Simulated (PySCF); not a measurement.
NICS in isomers of C4H3N3.

Probes without a nucleus sit at each ring's centroid and 1 Å off its mean plane on both sides; NICS is minus the shielding there, NICSzz its component along the normal. Level: GIAO PBE0/pcSseg-1 (PySCF, non-relativistic, gas phase) on the GFN2-xTB geometries, one conformer each. Atom numbers follow the mapped SMILES.

Question: Order these rings by mean NICS(1)zz, lowest (most negative) first (ppm).
A. ring C3–C4–C5–N6–N7 in `[N:1]#[C:2][c:3]1[cH:4][cH:5][n:6][nH:7]1`
B. ring C3–C4–N5–N6–C7 in `[N:1]#[C:2][c:3]1[cH:4][n:5][nH:6][cH:7]1`
C. ring C3–C4–N5–N6–N7 in `[CH:1]#[C:2][c:3]1[cH:4][n:5][n:6][nH:7]1`

Answer: C (-33.6), A (-32.3), B (-31.3).

| SMILES | ring | NICS(0) | NICS(1) | NICS(1)zz | HOMA | rms pucker (Å) | ring atoms with four or more neighbours |
| --- | --- | --- | --- | --- | --- | --- | --- |
| C#Cc1cnn[nH]1 | 5-membered ring with 3 N; formal bonds all aromatic | -13.6 | -13.0 | -33.6 | 0.95 | 0.00 | 0 |
| N#Cc1ccn[nH]1 | 5-membered ring with 2 N; formal bonds all aromatic | -14.5 | -12.6 | -32.3 | 0.97 | 0.00 | 0 |
| N#Cc1cn[nH]c1 | 5-membered ring with 2 N; formal bonds all aromatic | -14.7 | -12.2 | -31.3 | 0.93 | 0.00 | 0 |

NICS(0) gives another order. The isotropic NICS(1) gives the same order. HOMA uses Krygowski's 1993 parameters. NICS(1) and NICS(1)zz are means over the two faces.
